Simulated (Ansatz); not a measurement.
(HZn-mu-Cl)2 (Zn2H2Cl2). Total charge 0; triplet. Geometry r2SCAN-D4/def2-SVP, that of the neutral singlet.

```xyz
6

Zn    1.357    0.748    0.470
H     2.638    1.454    0.913
Cl   -0.889    0.958    1.045
Zn   -1.357   -0.748   -0.470
H    -2.638   -1.452   -0.915
Cl    0.890   -0.960   -1.042
```

At PBE0-D4/def2-TZVP a singlet of charge 0 lies 6.15 eV below the triplet at the same geometry.

Question: Estimate the α-spin orbital energies around the gap (eV) in Ansatz with PBE-D4/def2-TZVP, r2SCAN-D4/def2-TZVP, PBE0-D4/def2-TZVP.

Answer: 
```csv
orbital,PBE-D4/def2-TZVP,r2SCAN-D4/def2-TZVP,PBE0-D4/def2-TZVP
HOMO−5,-9.11,-9.43,-10.32
HOMO−4,-8.51,-8.85,-9.75
HOMO−3,-8.26,-8.42,-9.27
HOMO−2,-8.05,-8.40,-9.21
HOMO−1,-8.01,-8.32,-8.94
HOMO,-1.92,-1.95,-2.73
LUMO,-1.70,-1.64,-1.29
LUMO+1,-1.63,-1.22,-0.49
LUMO+2,-1.54,-1.09,-0.25
LUMO+3,-0.93,-0.57,-0.20
LUMO+4,0.36,0.82,1.17
LUMO+5,1.14,1.85,1.50
β HOMO,-7.82,-8.14,-8.73
β LUMO,-7.36,-7.36,-6.66
```
